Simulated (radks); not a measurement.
Valence configurations of In II (all share [Kr]). Method: scalar-relativistic Kohn-Sham, LDA (Slater exchange, Perdew-Wang correlation), spin-polarised, spherical densities, point nucleus; open shells are filled with parallel spins first (spin-orbit coupling, left out, can overturn this in heavy ions); computed with a radial shooting solver on a logarithmic mesh with Libxc functionals. Energies are relative to 4d10 5s2; eigenvalues in eV for spin up.

| valence | E (eV) | moment (Bohr magnetons) | e(4d) | e(5p) | e(5s) |
|---|---|---|---|---|---|
| 4d10 5s2 | 0.000 | 0 | -26.257 | - | -15.302 |
| 4d10 5s1.5 5p0.5 | 3.152 | 1 | -27.091 | -9.409 | -16.115 |
| 4d10 5s1 5p1 | 5.989 | 2 | -27.848 | -10.015 | -16.834 |
| 4d9.5 5s2 5p0.5 | 9.194 | 1 | -29.401 | -9.753 | -16.739 |
| 4d10 5p2 | 12.880 | 2 | -29.254 | -10.721 | - |
| 4d9 5s2 5p1 | 19.233 | 2 | -32.517 | -10.710 | -18.083 |
| 4d8.5 5s2 5p1.5 | 30.132 | 3 | -35.613 | -11.605 | -19.360 |
| 4d9 5p3 | 32.819 | 4 | -35.163 | -12.376 | - |
| 4d8 5s2 5p2 | 41.894 | 4 | -38.697 | -12.455 | -20.583 |
| 4d8.5 5p3.5 | 45.132 | 4 | -38.223 | -13.031 | - |

NIST lists [Kr] 4d10 5s2 as the ground configuration; this level of theory agrees among the configurations tried. The energies are those of spherical high-spin densities, not of single terms.
